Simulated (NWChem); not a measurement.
Isomers of C2H4FNSi, each optimised at PBE0/def2-SVP with NWChem, gas phase unless a solvent is named. Flexible species stand in one conformer each, which need not be the lowest. Pople sets run with spherical d functions. Relative energies count from the lowest isomer at each level and are electronic, without zero-point energy, on those geometries. Shieldings are non-relativistic GIAO values without spin-orbit effects.

A: F[C@@H]1N=C[SiH2]1
B: C#C[Si@@H](N)F
C: C1[Si@H](F)CN=1
D: F[C@H](C#N)[SiH3]

```json
[
 {"quantity": "relative energy, PBE/def2-SVP (kcal/mol)", "A": "56.8", "B": "0.0", "C": "___", "D": "44.2"},
 {"quantity": "relative energy, TPSSh/def2-SVP (kcal/mol)", "A": "58.3", "B": "0.0", "C": "___", "D": "43.2"},
 {"quantity": "SMD solvation free energy in toluene, PBE0/def2-SVP (kcal/mol)", "A": "-2.1", "B": "-2.6", "C": "-2.1", "D": "-2.5"},
 {"quantity": "29Si shift against tetramethylsilane, B3LYP/6-31G* (ppm)", "A": "11.2", "B": "-31.0", "C": "___", "D": "-27.3"}
]
```

Task: Some entries are withheld; supply them.

Result: 
- relative energy, PBE/def2-SVP (kcal/mol), C: 12.1
- relative energy, TPSSh/def2-SVP (kcal/mol), C: 13.5
- 29Si shift against tetramethylsilane, B3LYP/6-31G* (ppm), C: 5.9
